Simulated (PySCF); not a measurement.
# First-order multiplets

Atoms are numbered as in `[F:1]/[CH:2]=[C:3]1[CH:4]=[C:5]\1[CH2:6][CH2:7][F:8]`; H(Xn) means a hydrogen on atom n.

[PySCF: geometry from PBE0-D3(BJ)/def2-SVP; couplings computed with B3LYP/pcJ-1 (spin–dipole term only in couplings to heteroatoms); GIAO B3LYP/pcSseg-1 shieldings; single conformer; isolated molecule; non-relativistic; rapidly exchanging positions averaged]

Chemical shifts δ = σref − σ; CFCl3 for ¹⁹F (σref 171.94); ¹H (σref 31.38), ¹³C (σref 179.24) vs TMS, all at this level.

Spectrometer: 600 MHz for ¹H. First-order analysis; couplings under 1 Hz (under 4 Hz in carbon signals) are ignored, and nearly equal couplings are merged; the smaller ones broaden or split the lines further.

Question: What pattern does F8 show (¹⁹F)?

Answer: A triplet of triplets at δ -239.4: 53.5 Hz to H(C7) (2 × ¹H, 2 bonds away), 25.3 Hz to H(C6) (2 × ¹H, 3 bonds away). Lines in Hz from the centre (relative intensity): +78.8 (1), +53.5 (2), +28.2 (1), +25.3 (2), +0.0 (4), -25.3 (2), -28.2 (1), -53.5 (2), -78.8 (1). The outer lines are 157.6 Hz apart, the sum of the couplings kept, or 0.279 ppm at this field.

Question: What pattern does H(C4) show (¹H)?

Answer: A doublet of triplets at δ 7.88: 7.9 Hz to F1 (1 × ¹⁹F, 4 bonds away), 3.1 Hz to H(C6) (2 × ¹H, 4 bonds away). Lines in Hz from the centre (relative intensity): +7.0 (1), +4.0 (2), +0.8 (1), -0.8 (1), -4.0 (2), -7.0 (1). The outer lines are 14.1 Hz apart, the sum of the couplings kept, or 0.024 ppm at this field.

Question: What pattern does C6 show in the proton-coupled ¹³C spectrum?

Answer: A triplet of doublets at δ 30.7: 134.2 Hz to H(C6) (2 × ¹H, 1 bond away), 20.2 Hz to F8 (1 × ¹⁹F, 2 bonds away). Lines in Hz from the centre (relative intensity): +144.3 (1), +124.1 (1), +10.1 (2), -10.1 (2), -124.1 (1), -144.3 (1). The outer lines are 288.6 Hz apart, the sum of the couplings kept, or 1.913 ppm at this field.

Question: What pattern does H(C2) show (¹H)?

Answer: A doublet at δ 6.63: 94.0 Hz to F1 (1 × ¹⁹F, 2 bonds away). Lines in Hz from the centre (relative intensity): +47.0 (1), -47.0 (1). The outer lines are 94.0 Hz apart, the sum of the couplings kept, or 0.157 ppm at this field.

Unscaled 3J(H,H) at this level run about 10 % above measured values. Across freely rotating sp3–sp3 bonds, 3J(H,H) is taken as (2 J gauche + J anti)/3 from the one conformer, which assumes equal rotamer populations. Vicinal couplings across rotatable single bonds and in flexible rings belong to the one computed conformer; a conformer average would change them.
